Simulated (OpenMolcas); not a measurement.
## Co4+, Rh4+, Ir4+: d5 down the group

```
Program             : OpenMolcas 26.06
Method              : XMS-CASPT2, IPEA 0.25 Eh, imaginary shift 0.1 Eh
Basis               : ANO-RCC-VTZP
Scalar Hamiltonian  : DKH2, point nucleus
Spin-orbit coupling : RASSI with atomic mean-field integrals over the reference wave functions, term energies averaged over their components
```

Active space for each ion: 5 electrons in 5 orbitals (d); closed shells correlated by CASPT2: Co4+ 3s 3p; Rh4+ 4s 4p; Ir4+ 5s 5p.

Computed levels in cm-1 above 6S 5/2:

| Level | Co4+ | Rh4+ | Ir4+ |
| --- | --- | --- | --- |
| 4G 7/2 | 38980 | 26340 | 22990 |
| 4G 11/2 | 39000 | 26470 | 24420 |
| 4G 9/2 | 39010 | 26560 | 25470 |
| 4P 1/2 | 43030 | 29730 | 26920 |
| 4D 7/2 | 46700 | 31350 | 30490 |
| 4D 1/2 | 46850 | 32450 | 34840 |
| 2I 11/2 | 56980 | 39020 | 35890 |
| 2I 13/2 | 57110 | 39800 | 39540 |
| 2F 7/2(1) | 62580 | 45020 | 50270 |
| weight of 6S in the lowest level (%) | 100 | 99 | 83 |

Mixed levels, with the weight of the term that names them: Rh4+ 4P 1/2 (75 %), Rh4+ 2F 7/2(1) (63 %), Ir4+ 4G 7/2 (62 %), Ir4+ 4P 1/2 (62 %), Ir4+ 4D 7/2 (64 %), Ir4+ 4D 1/2 (68 %), Ir4+ 2I 11/2 (72 %), Ir4+ 2F 7/2(1) (59 %).

Measured, with the error of the calculation in %. Measured levels: Co4+ from Sugar and Corliss, J. Phys. Chem. Ref. Data 10, 1097 (1981).

| Level | Co4+ |
| --- | --- |
| 4G 11/2 | 37218 (+4.8) |
| 4P 1/2 | 41024 (+4.9) |
| 4D 7/2 | 44709 (+4.5) |
| 4D 1/2 | 44908 (+4.3) |
| 2F 7/2(1) | 59455 (+5.3) |

Without spin-orbit coupling 4G lies 38990, 26410, 23860 cm-1 above 6S in that order; the difference to the level 4G 7/2, of either sign, comes from spin-orbit coupling, which also lowers the zero.

CASPT2 does not keep the components of a term degenerate, so their means are used; among the terms shown or strongly mixed into the levels shown the widest spread is 2300 cm-1 (4d5 2I, Rh4+). The CASPT2 spread within a term exceeds the gap to the next term for 4d5 4P and 4d5 4D, 4d5 4F and 4d5 2F(1), so the order of their levels is uncertain, and so are names and mixing where such terms share a J (figures for Rh4+; the like holds for Ir4+). Computed and measured levels are paired by configuration, term and J; levels that our copy of the source lacks, or whose pairing is in doubt (as where it misses far off the trend of its configuration), stay unpaired and out of the deviations. Only configurations of the active space appear.

A number in round brackets counts repeated terms of one configuration in the order of the reference energies.
